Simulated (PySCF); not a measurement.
# Excitation energy of Ga by level of theory

Ga [Ar] 3d10 4s2 4p1 (2P) → Ga [Ar] 3d10 4s1 4p1 5s1 (4P), as a difference of total energies. Computed with PySCF 2.14 in x2c-TZVPPall with one added diffuse shell each of s, p, d type (7s6p5d1f, 57 functions), with scalar relativity by spin-free X2C-1e. Correlated levels: valence: [Ar] 3d10 frozen. The calculations carry no spin-orbit coupling.

```
           method  excitation energy (cm⁻¹)
              UHF                     59713
    MP2 (valence)                     65759
SCS-MP2 (valence)                     67683
   CCSD (valence)                     67660
CCSD(T) (valence)                     67826
```

A first-order spin-orbit estimate (lowest level to lowest level, LS coupling) adds -0.018 eV.

The upper state lies above the first ionisation limit, but in LS coupling its spin forbids autoionisation to the ground ion. A Rydberg-like electron needs more diffuse functions than a valence basis has.

The promoted electron is Rydberg-like, and one or two diffuse shells describe it only roughly, which tends to raise the upper state.
